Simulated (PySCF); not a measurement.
Correlation energy of V³⁺ (vanadium, charge +3)

[Ar] 3d2, high-spin 3F determinant. All numbers are calculated (PySCF 2.14, no relativity, point nucleus, in def2-TZVPPD (6s6p4d2f1g, 67 functions)). Frozen: [Ne]; 10 electrons correlated.

```tsv
level	correlation energy (mhartree)
CCSD	-269.96
(T)	-4.69
CCSD(T)	-274.65
```

Diagnostics: T1 = 0.0036, D1 = 0.0081, largest double amplitude 0.030.

Cost of the coupled-cluster step: about 6 core-seconds, for 10 correlated electrons.

This basis was not built for core-valence correlation, so the inner-shell part is incomplete.
